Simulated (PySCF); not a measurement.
PySCF job for H10N2Si3, SMILES [SiH2]([SiH3])N[SiH2]N, SMD-ωB97X/6-31G*. The structure is a stationary point at PBE0-D3(BJ)/def2-SVP. The structure was generated by enumeration, and PubChem lists no compound with its InChIKey, so it may never have been made. One conformer was computed; it need not be the lowest.

```python
import numpy as np
from pyscf import gto, scf, dft
from pyscf.solvent import smd

mol = gto.M(
    atom='''
    N    -2.89626601    0.76339371   -0.53221294
    Si   -2.03440572   -0.45115328    0.33586273
    N    -0.41177641    0.09827473    0.63824002
    Si    1.10958999   -0.72291861    0.41307868
    Si    2.59367537    0.70426969   -0.71625893
    H    -3.89007438    0.88842822   -0.38223077
    H    -2.61957063    1.04780749   -1.46472807
    H    -1.84565547   -1.77103553   -0.34577193
    H    -2.85391276   -0.66372805    1.56996362
    H    -0.35277339    1.03563318    1.03122127
    H     0.85170025   -1.94784709   -0.40261646
    H     1.74945743   -1.15936563    1.69860283
    H     2.71630622    2.00027184    0.02595088
    H     2.07655545    1.00893665   -2.08777580
    H     3.96022894    0.10645045   -0.84235961
    ''',
    basis='6-31G*',
    charge=0,
    spin=0,
    max_memory=1600,
    verbose=3,
)
mf = dft.RKS(mol, xc='wb97x').density_fit(auxbasis='def2-universal-jkfit')
mf.grids.level = 3
mf.conv_tol = 1e-9
mf.max_cycle = 100
mf.kernel()
res = {}
for name in ['water', 'dimethylsulfoxide', 'ethylethanoate']:
    s = mf.SMD()
    s.with_solvent.solvent, s.with_solvent.sasa_ng = name, 194
    s.kernel(mf.make_rdm1())
    res[name] = (s.e_tot, s.with_solvent.get_cds(), s.dip_moment(), s.mo_energy, s.converged)
    print(f'SMD {name}: dG(solv) = {(s.e_tot - mf.e_tot) * 627.509474:.3f} kcal/mol, of which CDS {res[name][1] * 627.509474:.3f}')
```

It prints:

```
converged SCF energy = -983.949085966589
converged SCF energy = -983.948239738382
Dipole moment(X, Y, Z, Debye): -1.40933,  1.34476, -0.67342
SMD water: dG(solv) = 0.531 kcal/mol, of which CDS 5.672
converged SCF energy = -983.952648336238
Dipole moment(X, Y, Z, Debye): -1.40742,  1.33758, -0.67193
SMD dimethylsulfoxide: dG(solv) = -2.235 kcal/mol, of which CDS 2.829
converged SCF energy = -983.953883837335
Dipole moment(X, Y, Z, Debye): -1.37661,  1.23391, -0.64736
SMD ethylethanoate: dG(solv) = -3.011 kcal/mol, of which CDS 0.895
```

Self-consistency was reached.
